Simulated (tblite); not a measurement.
Species: C₆H₁₀F₃P.
Z-matrix (Å and degrees, GFN2-xTB geometry), rows numbered from 1:
```
C 
P   1  1.8526
C   2  1.8719  1   98.55
C   3  1.5229  2  107.73  1   -80.03
C   4  1.5296  3  105.77  2   -40.33
C   5  1.5167  4  111.40  3   169.42
F   6  1.3432  5  112.75  4   -58.31
F   6  1.3427  5  112.45  4  -178.48
F   6  1.3439  5  112.29  4    61.64
C   5  1.5304  4  107.71  3    47.56
H   1  1.0882  2  112.30  3    43.77
H   1  1.0883  2  108.58  3   164.95
H   1  1.0885  2  108.53  3   -77.59
H   3  1.0899  2  110.29  1    43.24
H   3  1.0927  2  107.95  1   160.90
H   4  1.0911  3  111.72  2  -161.66
H   4  1.0919  3  110.60  2    77.87
H   5  1.0948  4  109.70  3   -72.50
H  10  1.0923  2  109.05  1   -13.16
H  10  1.0906  2  110.29  1  -131.41
```

Level: GFN2-xTB in tblite, geometry and Hessian alike; calculated harmonic values, unscaled, isolated species. Against measured fundamentals such values can be off by several per cent, at times by over 20. One conformer, not necessarily the lowest.

Harmonic wavenumbers (cm⁻¹): 44.2, 59.3, 148.6, 161.4, 188.7, 234.1, 262.5, 278.8, 323.1, 364.5, 438.6, 466.8, 509.6, 528.7, 612.2, 672.9, 721.7, 735.7, 768.9, 818.2, 836.8, 884.3, 907.6, 937.6, 982.9, 1025.6, 1042.1, 1060.3, 1076.7, 1114.6, 1158.6, 1186.7, 1192.3, 1221.9, 1257.5, 1271.1, 1294.9, 1317.0, 1332.6, 1436.4, 1450.4, 1456.3, 1459.1, 1487.7, 2951.3, 2962.5, 2967.7, 2983.6, 2991.5, 2993.3, 2996.2, 3003.1, 3015.7, 3019.7.

A = 2217, B = 677.2, C = 638.7 MHz; mass 170.047 u (most abundant isotopes); point group C1, symmetry number 1.

Q: Zero-point energy?

A: Half the sum of the wavenumbers: 33307 cm⁻¹ = 95.23 kcal/mol.

Q: Give the ideal-gas entropy at 200 K and 1 bar in the rigid-rotor, harmonic-oscillator model (classical rotation).

A: Translation 39.34, rotation 29.00, vibration 19.34: S = 87.7 cal/(mol K).

Q: And Cp and H(200 K) − H(0)?

A: Cp = 30.27 cal/(mol K), of which vibrations give 22.32 (their classical limit is 54 R = 107.3); H(200 K) − H(0) = 3.74 kcal/mol without the zero-point energy, 2.15 from vibrations.

Q: Which modes carry the vibrational entropy at 200 K?

A: 44.2 cm⁻¹: 4.27; 59.3 cm⁻¹: 3.70; 148.6 cm⁻¹: 1.95; 161.4 cm⁻¹: 1.80; 188.7 cm⁻¹: 1.53; 234.1 cm⁻¹: 1.17 cal/(mol K); the other 48 give 4.93 together.

Q: What must be added to the electronic energy to get the Gibbs energy at 200 K and 1 bar?

A: ZPE + [H(200 K) − H(0)] − T·S = 95.23 + 3.74 − 17.54 = 81.43 kcal/mol.

Q: How do the functions run with temperature in this model?

A: 
```csv
T (K),S (cal/(mol K)),Cp (cal/(mol K)),H − H(0) (kcal/mol),G − H(0) (kcal/mol),ln q(vib)
150,79.8,24.6,2.37,-9.61,2.98
250,95.1,36.2,5.40,-18.37,5.68
298.15,101.9,41.9,7.28,-23.11,7.02
400,115.9,53.3,12.14,-34.21,9.87
600,140.9,70.1,24.61,-59.95,15.49
900,172.5,85.3,48.13,-107.12,23.49
```

q(vib) and H(0) count from the zero-point level.

Q: Blend soft modes into free rotors: weight 1/[1 + (100 cm⁻¹/ν̃)⁴] for the oscillator and the rest for a rotor with moment μB/(μ + B), μ = h/(8π²ν), B = 10⁻⁴⁴ kg m². What vibrational entropy results?

A: 17.85 cal/(mol K) in place of 19.34, which changes −T·S at 200 K by +0.30 kcal/mol.

Hindered rotation and anharmonicity are outside this model. Other conformers, if any are populated, would add a mixing term that is left out. The structure is chiral; the term R ln 2 for an equal mix with its mirror image is left out.
